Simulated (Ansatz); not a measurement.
Cost and result up the ladder for BeI2 (3 atoms). Charge 0, multiplicity 1. Geometry: PBE-D4/def2-TZVP.

```csv
atom,x (Å),y (Å),z (Å)
Be1,0.000,0.000,0.000
I2,-0.997,1.886,-0.389
I3,0.997,-1.886,0.389
```

Ansatz on 4 threads of Arm Neoverse V1 on a shared host. Times are rough, and most runs start from the orbitals of an earlier one. CAM-B3LYP-D4/def2-TZVP serves as the yardstick here, not as an exact answer. Differences are given only for rows in sets of like size (and for xTB, whose basis is part of the method), since another set adds its own error. Binding counts from free atoms at the same level (Be singlet, I doublet; other spins of the atoms weren't run), without zero-point energy or a counterpoise term.

In the def2 sets I takes a core potential; there is no spin–orbit coupling. B3LYP takes the VWN-RPA correlation. Correlated methods freeze 8 core orbitals; core or outer-core shells of I are correlated, in sets that lack core-valence functions.

Correlated methods converge slowly with the basis.

```tsv
level	functions	wall time	binding energy per atom (eV)	difference from CAM-B3LYP-D4/def2-TZVP (eV)
PBE-D4/def2-SVP	61	0.45 s	2.40	–
PBE0-D4/def2-SVP	61	0.76 s	2.37	–
HF/def2-TZVP	119	0.81 s	1.83	-0.46
revPBE-D4/def2-TZVP	119	0.81 s	2.31	0.02
PBE-D4/def2-TZVP (with forces)	119	0.95 s	2.41	0.12
MP2/def2-TZVP	119	1 s	2.38	0.09
B3LYP-D4/def2-TZVP	119	1.1 s	2.30	0.01
BHLYP-D4/def2-TZVP	119	1.2 s	2.27	-0.02
CAM-B3LYP-D4/def2-TZVP	119	1.3 s	2.29	0.00
PBE0-D4/def2-TZVP	119	1.4 s	2.38	0.09
r2SCAN-D4/def2-TZVP	119	1.9 s	2.42	0.13
RPA@PBE/def2-TZVP	119	2.1 s	1.87	-0.42
PBE-QIDH/def2-TZVP	119	2.2 s	2.37	0.08
CCSD(T)/def2-TZVPP	119	6.5 s	2.15	-0.14
```
